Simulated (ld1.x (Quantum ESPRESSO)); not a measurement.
# What the settings do to the TM potential of He (Z = 2)

Base potential:

```
Element                 : He
Generator               : ld1.x (Quantum ESPRESSO) 7.5
Type                    : norm-conserving Troullier–Martins (Kleinman–Bylander form)
Functional              : PBE
Relativity              : scalar-relativistic
Frozen core             : none
Valence charge          : 2
Reference configuration : 1s2
Partial waves           : 2p channel at 0.1 Ry: rc 0.45 bohr; 1s (bound): rc 0.50 bohr
Local potential         : the s channel
Core correction         : none
```

Cutoffs, loose and tight: the cutoffs (Ry, on a coarse ladder) from which the occupation-weighted sum of valence levels, in a spherical-Bessel basis at the reference potential, stays within 10 and 1 mRy of its value at 400 Ry. They do not see the model core or the augmentation charge, which bear on the density cutoff. Test errors are all-electron minus pseudo excitation energies from the reference, over the configurations 1s1; 1s1.5. A dash means not determined; rows that change the core or the reference have their own tests.

Cutoffs are not given where the Bessel-basis levels miss the radial ones by over 6 mRy, ghosts where they miss by over 20 mRy; a channel whose overlap is not positive is not tested.

| change | outcome | cutoff, loose | cutoff, tight | bound ghosts | largest test error (meV) |
| --- | --- | --- | --- | --- | --- |
| base | generated | 180 Ry | 230 Ry | none | +1.4 |
| all radii scaled by about 1.12 (s 0.56, p 0.50 bohr) | generated | 140 Ry | 200 Ry | none | +3.5 |
| functional PBEsol | generated | 160 Ry | 230 Ry | none | +1.3 |
| non-relativistic | generated | 180 Ry | 230 Ry | none | +2.4 |
| local potential all-electron potential smoothed inside 0.40 bohr (lloc = -1) | generated | 180 Ry | 230 Ry | none | +1.9 |
| wave 2p channel at 0.1 Ry: rc 0.45 bohr becomes 2p channel at 0.05 Ry: rc 0.45 bohr | generated | 180 Ry | 230 Ry | none | +1.4 |
| reference 1s1.5 | generated | 160 Ry | 230 Ry | none | +0.7 |
| wave 2p channel at 0.1 Ry: rc 0.45 bohr becomes 2p channel at 0.1 Ry: rc 0.32 bohr | generated | 180 Ry | 230 Ry | none | +1.4 |

Problem. What comes out with this change to the base: type ultrasoft; waves now 1s (bound): rcut 0.45, rcutus 0.50 bohr; 1s channel at -0.7 Ry: rcut 0.45, rcutus 0.50 bohr; 2p channel at 0.1 Ry: rcut 0.40, rcutus 0.45 bohr; 2p channel at 2.5 Ry: rcut 0.40, rcutus 0.45 bohr; local potential all-electron potential smoothed inside 0.40 bohr (lloc = -2); augmentation PSQ, inside the norm-conserving radii?

Solution. outcome: generated; bound ghosts: not determined; largest test error (meV): +0.3.

Problem. What comes out with this change to the base: wave 1s (bound): rc 0.50 bohr becomes 1s (bound): rc 0.34 bohr?

Solution. outcome: generated; cutoff, loose: 260 Ry; cutoff, tight: over 300 Ry; bound ghosts: none; largest test error (meV): -1.0.

Problem. What comes out with this change to the base: wave 1s (bound): rc 0.50 bohr becomes 1s (bound): rc 0.66 bohr?

Solution. outcome: generated; cutoff, loose: 120 Ry; cutoff, tight: 180 Ry; bound ghosts: none; largest test error (meV): +7.9.
